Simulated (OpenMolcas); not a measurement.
## Rh2+: moving or changing the point charges

Rh2+ among 6 point charges of -1.5 e arranged as an octahedron (Oh), 1.85 Å from the ion.
```
   1.8500    0.0000    0.0000  -1.50
   0.0000    1.8500    0.0000  -1.50
  -1.8500    0.0000    0.0000  -1.50
   0.0000   -1.8500    0.0000  -1.50
   0.0000    0.0000    1.8500  -1.50
   0.0000    0.0000   -1.8500  -1.50
```

* Program: OpenMolcas 26.06
* Method: SS-CASPT2, IPEA 0.25 Eh, imaginary shift 0.1 Eh (closed shells correlated: 4s 4p)
* Basis: ANO-RCC-VDZP [6s5p3d1f]
* Scalar Hamiltonian: DKH2, point nucleus
* Active space: 7 electrons in 5 orbitals (4d)
* State averaging: 2S+1 = 4 even, 10 roots; 2S+1 = 2 even, 40 roots
* Spin-orbit coupling: RASSI with atomic mean-field integrals over the reference wave functions

Runs around this geometry, states (labels of O, the rotations of Oh). Energies in cm-1 above the lowest state or level, χT in cm3 K/mol; under a threefold ground state the first gap can be a small split of the lowest multiplet, not the spin-orbit step; 10Dq and B are least-squares fits to the states below 45000 cm-1, weighted by degeneracy, with a free offset, and given where the rms deviation is under 5 % of |10Dq| (or 100 cm-1) and under 700 cm-1.

| R (Å) | q (e) | Ground state | First state of that spin | 10Dq | B (rms of fit) | First gap with spin-orbit (degeneracies) | χT at 300 K | First state of another spin |
| --- | --- | --- | --- | --- | --- | --- | --- | --- |
| 1.85 | -1.2 | 4T1 | 4T2 9490 | 10086 | 725 (503) | 720 (2, 4) | 3.305 | 2E 7040 |
| 1.7 | -1.5 | 4T1 | 4T2 17880 |  |  | 180 (4, 2) | 1.580 | 2E 29 |
| 1.85 | -1.5 | 4T1 | 4T2 12290 | 12665 | 717 (562) | 680 (2, 4) | 3.223 | 2E 4770 |
| 1.94 | -1.5 | 4T1 | 4T2 10180 |  |  | 730 (2, 4) | 3.276 | 2E 6870 |

Taking the first state of the same spin as R^-n, n = -ln(10180 / 17880) / ln(1.94 / 1.7) = 4.3 between the shortest and longest distance.

Scaling the charges by -1.2 / -1.5 = 0.80 scales |10Dq| by 10086 / 12665 = 0.80; with fixed orbitals a first-order splitting would follow the charge.

Roots that are degenerate in the reference are averaged as groups; the widest CASPT2 spread within a group is 640 cm-1 (the 3-fold group of multiplicity 2 near 14900 cm-1 above the lowest state of its run, R = 1.85, q = -1.2). Shifts and gaps below about the spread of the groups concerned are not significant. This shell can be high or low spin here, a state of another spin lies low, and with metal d orbitals alone active their balance is uncertain, so the ground spin may be wrong. Point charges give a weaker field than real ligands, and real ions of this kind are as a rule low spin; the high spin found here belongs to the model. Free-ion shares, where given, are those of the reference states; single-state CASPT2 does not remix them. An orbital triplet at a regular site is open to Jahn-Teller coupling, which can distort the site and quench the lowest spin-orbit gaps and is left out (holds for R = 1.85, q = -1.2; R = 1.85, q = -1.5; R = 1.94, q = -1.5). Spin-orbit coupling mixes the spin-free states strongly: the lowest level takes only 52 % from its leading state, 2E, which lies 29 cm-1 above the lowest spin-free state (holds for R = 1.7, q = -1.5). Point charges carry no covalency, so the field is a model and not that of real ligands. No measured value stands beside these numbers.
